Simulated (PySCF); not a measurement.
# Pt³⁵⁺: ionisation energy

Pt³⁵⁺ [Kr] 4d7 [4d3/2^4 4d5/2^3, M_J = 9/2] → Pt³⁶⁺ [Kr] 4d6 [4d3/2^4 4d5/2^2, M_J = 4], as a difference of total energies. All numbers are calculated (PySCF 2.14, the two-component X2C-1e Hamiltonian, in an even-tempered Gaussian basis (17 s from 3.7 bohr⁻², ratio 2.8; 14 p from 4.8 bohr⁻², ratio 2.8; 9 d from 4.8 bohr⁻², ratio 2.8; 3 f from 21 bohr⁻², ratio 3)). Correlated levels: [Ar] 3d10 frozen; the 92 highest virtual spinors dropped. "Screened" scales the spin-orbit matrix elements by Boettger's factors to mimic the two-electron term; Breit and QED terms are absent.

| method | ionisation energy (eV) |
| --- | --- |
| GHF (spin-free) | 1571.7 |
| GMP2 (spin-free) | 1572.1 |
| GHF (screened spin-orbit) | 1566.8 |
| GMP2 (screened spin-orbit) | 1566.8 |

Breit and QED terms and the two-electron picture change are absent.

The spin-free rows relax to the high-spin LS determinant and lack the spin-orbit shift.

The labels give the starting determinants; with spin-orbit coupling the two ends relaxed to ⟨J²⟩ = 24.75, ⟨L²⟩ = 15.72, ⟨S²⟩ = 2.67 and ⟨J²⟩ = 20.01, ⟨L²⟩ = 12.27, ⟨S²⟩ = 3.15.

For comparison: 1567 ± 5 eV (theoretical estimate listed by NIST; NIST Atomic Spectra Database, ionization energies).
